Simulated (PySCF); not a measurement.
**Assigning NMR signals**

Structure with atom numbers: `[CH3:1]/[N:2]=[CH:3]\[C:4]#[C:5][B:6]([OH:7])[OH:8]`. Hydrogens are named by the atom that carries them.

[PySCF 2.14.0 with density-fitted response routines: coordinates at the PBE0-D3(BJ)/def2-SVP level; couplings computed with B3LYP/pcJ-1 (spin–dipole term only in couplings to heteroatoms); shieldings: GIAO PBE0/pcSseg-1; no relativistic terms; single conformer; no solvent; rapidly exchanging positions averaged]

Referencing at the same level of theory: 13C (184.41 ppm) and 1H (31.27 ppm) against TMS.

**Question.** Assign these signals to the numbered atoms. 13C{1H} NMR (computed): δ 148.0 (CH), 104.1 (C), 93.3 (C), 47.3 (CH3).

**Answer.** 
| δ (ppm) | atoms | environment | reason |
| --- | --- | --- | --- |
| 148.0 | C3 | C=N carbon | – |
| 104.1 | C5 | alkyne carbon | the triple bond shields along its axis, which puts it between sp3 and sp2 carbons |
| 93.3 | C4 | alkyne carbon | – |
| 47.3 | C1 | methyl carbon bonded to N | pulled downfield by the heteroatom |

**Question.** Assign these signals to the numbered atoms. 1H NMR (500 MHz, computed): δ 7.57 (q, J = 3.3 Hz, 1H), 3.77 (d, J = 3.3 Hz, 3H), 3.17 (br s, 2H).

**Answer.** 
| δ (ppm) | atoms | environment | reason |
| --- | --- | --- | --- |
| 7.57 | H(C3) | hydrogen on a C=N carbon | – |
| 3.77 | H(C1) | hydrogen on a methyl carbon bonded to N | its carbon carries N, an electronegative neighbour |
| 3.17 | H(O7)/H(O8) | hydrogen on an oxygen bonded to B | labile proton, position sensitive to the medium |

OH and NH positions are those of a molecule without intermolecular hydrogen bonds; in solution they move with solvent, concentration and temperature, and exchange usually removes their couplings. A carbon bonded to boron is broadened by the quadrupolar boron nucleus and is often missing from a measured spectrum. Splittings below 1 Hz are ignored in the labels, and close J values are merged. Shifts are as computed. Against solution values, carbons near 30 ppm lie about +2 ppm off and those near 130 ppm about +5 ppm. Of 1211 compounds with measured shifts, 218 miss one by over three times the rms of a fit or turn the order of signals round; such compounds aren't used in these exercises.
